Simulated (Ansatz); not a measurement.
A nudged elastic band was laid between two geometries of BrH + Cl2H3HfNO (10 atoms, charge 0, multiplicity 1).

Method: RHF/def2-SVP (Ansatz).

* movable images: 5
* climbing image: yes
* spring: 5.0 eV/Å²
* optimiser: quadratic models (default)
* start path: through a guess of the saddle point
* force threshold: 0.05 eV/Å
* iteration limit: 60
* end points: relaxed

Initial state:

```xyz
10
Properties=species:S:1:pos:R:3
Hf -0.269 -0.302 -0.229
O -0.508 0.381 1.560
H -0.967 0.514 2.373
N 1.621 0.191 -0.737
H 2.076 -0.031 -1.607
H 2.268 0.710 -0.166
Cl -1.820 0.710 -1.750
Cl -0.547 -2.681 -0.309
Br 2.486 2.395 2.612
H 1.288 1.694 2.359
```

Final state:

```xyz
10
Properties=species:S:1:pos:R:3
Hf 0.563 0.427 0.139
O -0.668 0.503 2.174
H -1.249 -0.185 2.475
N 1.986 0.030 -1.229
H 2.067 -0.826 -1.752
H 2.736 0.647 -1.491
Cl -1.155 1.628 -1.016
Cl -0.066 -1.894 0.442
Br 2.010 2.073 1.529
H -0.596 1.180 2.835
```

(1) What changes between the two ends?

(2) Give the energies along the band, and the barrier.

(3) What is the geometry of the highest image?

Answers

(1) Bonds broken: Br9–H10. Bonds formed: Hf1–Br9, O2–H10. BrH + Cl2H3HfNO becomes BrCl2H4HfNO.

(2) The run converged. The highest image is number 3 of 0 to 6, 0.51 eV above the first end and 1.44 eV above the last; the last end lies 0.93 eV below the first. Neighbouring images differ by up to 1.3 eV, so the band resolves the path poorly. A vibrational analysis at the climbing image gives one clearly imaginary mode, 1094i cm⁻¹: a first-order saddle point. The orbitals stay closed-shell, which can raise the energy where a bond breaks towards radicals; this wasn't checked here.

| image | path coordinate (Å) | energy (eV) | Br9–H10 (Å) | Hf1–Br9 (Å) | O2–H10 (Å) |
| --- | --- | --- | --- | --- | --- |
| 0 | 0.00 | 0.00 | 1.41 | 4.79 | 2.36 |
| 1 | 1.20 | 0.01 | 1.41 | 4.71 | 2.38 |
| 2 | 2.39 | 0.05 | 1.41 | 4.16 | 2.21 |
| 3 | 3.59 | 0.51 | 1.58 | 3.16 | 1.36 |
| 4 | 4.66 | -0.80 | 2.49 | 2.68 | 0.96 |
| 5 | 5.73 | -0.91 | 2.89 | 2.62 | 0.95 |
| 6 | 6.80 | -0.93 | 3.05 | 2.60 | 0.95 |

(3) 
```xyz
10
Properties=species:S:1:pos:R:3
Hf 0.041 0.138 -0.023
O -0.197 0.262 2.015
H -0.571 -0.236 2.728
N 1.930 -0.015 -0.711
H 2.281 -0.784 -1.257
H 2.662 0.662 -0.582
Cl -1.409 1.510 -1.338
Cl -0.736 -2.081 -0.383
Br 1.190 2.668 1.490
H 0.438 1.459 2.167
```

Time of the run: 6.2 min on 4 threads of Intel(R) Xeon(R) Platinum 8259CL CPU @ 2.50GHz (Skylake/Cascade Lake) (shared host), peak memory 0.52 GiB.
